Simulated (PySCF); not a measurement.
## Be⁺ (beryllium, charge +1) across methods

[He] 2p1, 2P determinant (an excited configuration). All numbers are calculated (PySCF 2.14, scalar relativity by spin-free X2C-1e, in aug-cc-pCVQZ-DK).

| method | E (hartree) | mean ε 1s α (eV) | mean ε 1s β (eV) | mean ε 2p α (eV) | Σ⟨r²⟩ (bohr²) | ⟨S²⟩ |
| --- | --- | --- | --- | --- | --- | --- |
| PBE0 | -14.1775 | -123.70 | -123.39 | -11.796 | 7.052 | 0.750 |
| LDA | -13.9893 | -116.62 | -116.31 | -10.685 | 7.107 | 0.750 |
| BLYP | -14.2095 | -118.25 | -118.01 | -10.809 | 6.936 | 0.750 |
| wB97M-V | -14.1954 | -126.43 | -126.15 | -13.464 | 7.177 | 0.750 |
| PBE | -14.1751 | -117.97 | -117.66 | -10.898 | 7.028 | 0.750 |
| revPBE | -14.2098 | -118.11 | -117.84 | -10.934 | 7.031 | 0.750 |
| r2SCAN | -14.1987 | -120.26 | -120.02 | -11.013 | 6.992 | 0.750 |
| UHF | -14.13324 | -140.18 | -139.91 | -14.147 | 7.270 | 0.750 |
